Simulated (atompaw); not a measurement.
## europium: PAW (atompaw) pseudisation with PBE, scalar-relativistic reference atom.

atompaw 4.2.0.5 input, output lines left out:

```
Eu 63
GGA-PBE scalarrelativistic loggrid 2001 logderivrange -5 5 251
6 6 5 4 0 0
6 0 0
6 1 0
5 2 0
4 3 7
0 0 0
c
c
c
c
c
v
c
c
c
v
v
c
c
v
v
3
3.00 2.15 2.50 2.15
y
-0.3
n
n
y
2.05
n
y
2.55
n
custom rrkj gramschmidtortho besselshape
4 0 ultrasoft
3.00
2.85
2.40
3.00
3.00
3.00
1.25
1.25
```

All-electron outer shells of the reference configuration (PBE, scalar-relativistic, ld1.x):

| shell | level (eV) | outermost node (bohr) | outermost maximum (bohr) |
| --- | --- | --- | --- |
| 4d | -148.25 | 0.27 | 0.57 |
| 5s | -58.23 | 0.67 | 1.23 |
| 5p | -37.27 | 0.72 | 1.41 |
| 4f | -16.15 | – | 0.60 |
| 6s | -13.97 | 1.64 | 3.18 |
| 5d | -13.62 | 0.81 | 2.00 |
| 6p | -9.89 | 1.95 | 3.88 |

What the tests gave:

```
Cutoffs needed                                           : 110 Ry and 200 Ry (the cutoffs (Ry, on a coarse ladder) from which the occupation-weighted sum of valence levels, in a spherical-Bessel basis at the reference potential, stays within 10 and 1 mRy of its value at 400 Ry)
Ghost test                                               : ghost states, extra bound levels that the all-electron valence spectrum of the same l lacks: s at -41.3 eV, p at -12.8 eV; a true bound ghost makes a file unfit for plane-wave use (spherical-Bessel basis up to 400 Ry, 20 bohr box)
Lowest eigenvalue of the overlap operator                : 0.31 (f channel)
Overlap eigenvalues printed by atompaw (projector basis) : 0.0618, 0.459, 0.741, 2.04, 5.98, 12.3, 3.9e+03, 3.09e+05
Share of each valence orbital outside the PAW sphere     : 6s 67 %, 5p 2 %, 6p 85 %, 5d 27 %, 4f 1 %
```

Generation and tests took about 8.1 s on one core of a shared server CPU.
